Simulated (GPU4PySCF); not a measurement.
N-phenylbenzimidazole (C₁₃H₁₀N₂), SMILES c1(ccccc1)-n1cnc2c1cccc2.

The structure is a stationary point at r2SCAN-D4/def2-TZVP. One conformer was computed; it need not be the lowest.

Computed with B3LYP/def2-TZVPD run with GPU4PySCF.

Question: Estimate the frontier levels, gap, dipole moment and polarisability. (The exact figures need the calculation; the answer reports its results.)

Answer: 
```json
{
 "highest_occupied_level": "-6.29 eV",
 "lowest_empty_level": "-1.12 eV",
 "orbital_gap": "5.17 eV",
 "dipole_moment": "0.766 e·Å",
 "quadrupole, principal values (traceless, Buckingham form, about the centre of nuclear charge)": "-10.85, -2.56, 13.41 D·Å",
 "mean_static_polarisability": "169.3 bohr³ (25.09 Å³)",
 "polarisability_principal_values": "101.3, 167.7, 239.0 bohr³"
}
```
